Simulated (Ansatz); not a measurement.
`CO[SiH](O)[GeH2][OH]` and `CO[SiH](O)C=O` differ in one atom or group.

Ansatz, PBE0-D4/def2-TZVP geometries, multiplicity 1. Each molecule was computed in one conformer, which needn't be the lowest.

Scalar relativity is left out up to krypton.

| property | `CO[SiH](O)[GeH2][OH]` |
| --- | --- |
| size of the dipole moment (PBE/def2-TZVPP) / D | 1.03 |
| HOMO energy (B3LYP/def2-TZVPP) / eV | -7.72 |
| HOMO–LUMO gap (ωB97M-V/def2-TZVPP) / eV | 11.28 |
| HOMO–LUMO gap (B3LYP/def2-TZVPP) / eV | 7.03 |
| LUMO energy (PBE0/def2-TZVPP) / eV | -0.45 |
| LUMO energy (ωB97M-V/def2-TZVPP) / eV | 1.28 |

Task: Give the same properties after the change, and the shifts. (Estimate.)

Result: Computed: 
```csv
property,`CO[SiH](O)C=O`,shift
size of the dipole moment (PBE/def2-TZVPP) / D,1.94,0.91
HOMO energy (B3LYP/def2-TZVPP) / eV,-7.03,0.69
HOMO–LUMO gap (ωB97M-V/def2-TZVPP) / eV,10.11,-1.17
HOMO–LUMO gap (B3LYP/def2-TZVPP) / eV,5.02,-2.01
LUMO energy (PBE0/def2-TZVPP) / eV,-1.75,-1.30
LUMO energy (ωB97M-V/def2-TZVPP) / eV,0.56,-0.72
```

With PBE0 the HOMO rises by 0.67 eV and the LUMO falls by 1.30 eV, so the gap narrows by about 1.97 eV. PBE moves the HOMO by 0.93 eV and ωB97M-V by 0.45 eV. Dipoles are sizes alone; their direction can turn.

B3LYP here is the variant with VWN-RPA as its local correlation; programs differ in this.
